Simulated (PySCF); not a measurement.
C₃H₈AlF, SMILES C[CH](C)[AlH][F].

Coordinates come from a B3LYP-D3(BJ)/def2-SVP optimisation. The structure was generated by enumeration; whether it is a known compound was not checked. Other conformers were not sampled.

Level of theory: IEF-PCM-PBE0/def2-SVP (PySCF).

The values are the electrostatic part of the solvation free energy, E(continuum) − E(gas) at the gas-phase geometry, in a cavity of scaled van der Waals radii (PySCF's table); cavitation and dispersion terms are not included. A continuum can't describe solvent molecules that bind to the metal. In vacuum the orbital gap is 6.63 eV. The dipole moment in vacuum is 1.79 D.

Computed values in water (ε = 78.36), dichloromethane (ε = 8.93), 1-octanol (ε = 9.86):
```
solvent              ε  ΔG(elec) (kcal/mol)  dipole (D)  gap (eV)
---------------  -----  -------------------  ----------  --------
water            78.36                 -5.8        2.01      6.90
dichloromethane   8.93                 -4.9        1.99      6.85
1-octanol         9.86                 -5.0        1.99      6.85
```
